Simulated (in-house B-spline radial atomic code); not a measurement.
Results of a calculation; reference values are marked as such.
From levels and matrix elements to observables: Sb48+

One electron outside the 1s2 core, from an all-electron radial atomic-structure program (B-spline basis): Brueckner orbitals with a screened correlation potential on Dirac-Hartree-Fock, Breit and QED terms for the lowest states, dipole elements in length form with static core polarisation. The core's own polarisability, by RPA, is 1.178e-06 bohr³.

```
state  removal energy (cm⁻¹)  size of the reduced dipole element to 2s1/2 (a.u.)
2s1/2               69923572                                                   -
3s1/2               30620243                                                   -
2p1/2               69029719                                             0.08113
2p3/2               66685917                                              0.1187
3p1/2               30373930                                              0.0474
3p3/2               29677637                                             0.06119
```

Use R = 109737.3 cm⁻¹, 1 hartree = 219474.6 cm⁻¹, c = 137.036 and 1 a.u. of rate = 4.1341e16 s⁻¹.

(1) Find the quantum defects of the two s states and predict 4s1/2.

(2) What are the wavelength, oscillator strength and rate of 2s1/2–2p3/2?

Answers

(1) With n* = 49 √(R/E): 2s1/2 has n* = 1.9412, δ = 0.0588; 3s1/2 has n* = 2.9334, δ = 0.0666. Ritz's form δ = δ0 + b/n*² gives b = -0.052, δ0 = 0.0727, so with n* ≈ 4 − 0.0666, δ = 0.0693 and E = R × 49²/(4 − 0.0693)² = 17053273 cm⁻¹. The program finds 17074085 cm⁻¹. In so highly charged an ion δ holds relativistic, Breit and QED shifts that Ritz's form doesn't follow, and the higher level lacks the last two.

(2) ΔE = 3237655 cm⁻¹ = 14.75184 hartree, λ = 3.0887 nm in vacuum. f = (2/3) ΔE D²/(2j + 1 of the lower state) = (2/3) × 14.75184 × 0.1187²/2 = 0.0693. A = (4/3) ΔE³ D²/(c³ (2j' + 1)) = 5.8589e-06 a.u. = 2.422e+11 s⁻¹, a partial lifetime of 0.004129 ns.
